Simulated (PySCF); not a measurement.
C4H5, SMILES C(=C)[C]=C (connectivity only; charge and spin as stated), charge +1, multiplicity 1.

Geometry: PBE-D3(BJ)/def2-SVP. The spin state was assumed, not searched. The isomer is the one that the SMILES or the coordinates give; other isomers of the formula were not compared. The values are those of a single conformer.

Method: PySCF with PBE-D3(BJ)/def2-SVP.

No scaling factor is applied to the harmonic values.

```
mode  ν (cm⁻¹)  IR (km/mol)  moving atoms (share of kinetic energy)
----  --------  -----------  --------------------------------------
1          204          4.8                          C 73 %, H 27 %
2          221          9.0                          H 74 %, C 26 %
3          350          1.8                          H 69 %, C 31 %
4          528          7.3                          C 79 %, H 21 %
5          545          0.3                          H 89 %, C 11 %
6          805         68.4                          H 75 %, C 25 %
7          831         10.2                          C 61 %, H 39 %
8          897          7.6                          H 51 %, C 49 %
9          950         33.9                          H 85 %, C 15 %
10        1067         10.1                          H 62 %, C 38 %
11        1071         12.2                          H 71 %, C 29 %
12        1219         52.2                          H 86 %, C 14 %
13        1248         26.3                          H 67 %, C 33 %
14        1374         51.6                          H 73 %, C 27 %
15        1542         82.6                          C 75 %, H 25 %
16        1947        319.2                                  C 97 %
17        3015        265.3                                  H 94 %
18        3076         10.3                                  H 95 %
19        3091        117.5                          H 90 %, C 10 %
20        3093         18.8                           H 91 %, C 9 %
21        3194         20.4                          H 89 %, C 11 %
```
